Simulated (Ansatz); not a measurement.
Compare A (`C[SiH]1[O][Al]1[TeH]`) with its isomer B (`C1[SiH2][O][AlH][Te]1`).

Isolated molecules relaxed with PBE0-D4/def2-TZVP in Ansatz; ΔE leaves out vibrations. CCSD(T)/CBS is the MP2 limit (def2-TZVPP, def2-QZVPP) plus CCSD(T) − MP2 in def2-TZVPP, frozen cores. Functionals use def2-TZVPP. B3LYP here is the variant with VWN-RPA as its local correlation; programs differ in this. def2 core potentials past Kr. For Te outer-core shells are correlated without core-valence functions, which leaves a few kJ/mol of doubt a bond.

Problem. Which isomer does CCSD(T)/CBS put lower? Give the gap. (An estimate is asked.)

Solution. The calculation gave: B, by 154.0 kJ/mol.

Problem. Give E(B) − E(A) in kJ/mol with r2SCAN-D4, HF/def2-TZVPP, CCSD(T)/def2-TZVPP, ωB97M-V, PBE0-D4, B3LYP-D4, MP2/def2-TZVPP. (Best estimate.)

Solution. Computed: r2SCAN-D4 -134.6, HF/def2-TZVPP -169.5, CCSD(T)/def2-TZVPP -149.2, ωB97M-V -149.1, PBE0-D4 -136.8, B3LYP-D4 -146.1, MP2/def2-TZVPP -159.3. None reverses the order clearly.

Largest T1 diagnostic: 0.013.

In def2-TZVPP, CCSD(T) changes the Hartree–Fock value by +20.3 kJ/mol (the triples alone add +3.2 kJ/mol) and MP2 by +10.2 kJ/mol. The D4 term adds −13.1 kJ/mol with B3LYP and −6.4 kJ/mol with PBE0; it sums over pairs of atoms, weighted by their polarisabilities, and B3LYP, whose exchange is more repulsive, gets the larger term.
